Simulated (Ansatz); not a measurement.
Reaction (substitution at a C–N bond): `C[NH][GeH]([Cl])[O]C` + `[OH][InH][Br]` → `C[O][InH][Br]` + `C[O][GeH]([NH2])[Cl]`

Program: Ansatz. Geometries: PBE0-D4/def2-TZVP. ΔE: electronic, gas phase. CBS: MP2 limit from def2 TZ/QZ plus the TZ coupled-cluster correction, frozen cores. DFT in def2-TZVPP. B3LYP here is the variant with VWN-RPA as its local correlation; programs differ in this. Elements past krypton have def2 core potentials. For Br, Ge, In outer-core shells are correlated without core-valence functions, which leaves a few kJ/mol of doubt a bond. Scalar relativity is left out up to krypton. Each species was taken in one conformer, which may not be the lowest.

| level | ΔE (kJ/mol) | difference from CCSD(T)/CBS |
| --- | --- | --- |
| PBE-D4 | 13.8 | -2.8 |
| r2SCAN-D4 | 11.9 | -4.7 |
| PBE0-D4 | 15.5 | -1.1 |
| B3LYP-D4 | 13.1 | -3.5 |
| ωB97X-V | 14.5 | -2.1 |
| ωB97M-V | 15.5 | -1.1 |
| B2PLYP | 12.8 | -3.8 |
| PBE | 11.7 | -4.9 |
| r2SCAN | 11.2 | -5.4 |
| PBE0 | 13.7 | -2.9 |
| B3LYP | 10.0 | -6.6 |
| HF/def2-TZVPP | 8.8 | -7.8 |
| MP2/def2-TZVPP | 19.0 | 2.4 |
| SCS-MP2/def2-TZVPP | 16.5 | -0.1 |
| CCSD/def2-TZVPP | 15.1 | -1.5 |
| CCSD(T)/def2-TZVPP | 15.3 | -1.3 |
| HF/def2-QZVPP | 8.8 | -7.8 |
| MP2/def2-QZVPP | 19.8 | 3.2 |
| SCS-MP2/def2-QZVPP | 17.2 | 0.6 |
| HF/CBS(def2) | 8.7 | -7.9 |
| MP2/CBS(def2) | 20.3 | 3.7 |
| CCSD/CBS(def2) | 16.5 | -0.1 |
| CCSD(T)/CBS | 16.6 | 0 |

Largest T1 diagnostic among the species: 0.014.

In def2-TZVPP, CCSD(T) changes the Hartree–Fock value by +6.5 kJ/mol (the triples alone add +0.2 kJ/mol) and MP2 by +10.2 kJ/mol. The D4 term adds +3.1 kJ/mol with B3LYP and +1.8 kJ/mol with PBE0; it sums over pairs of atoms, weighted by their polarisabilities, and B3LYP, whose exchange is more repulsive, gets the larger term.
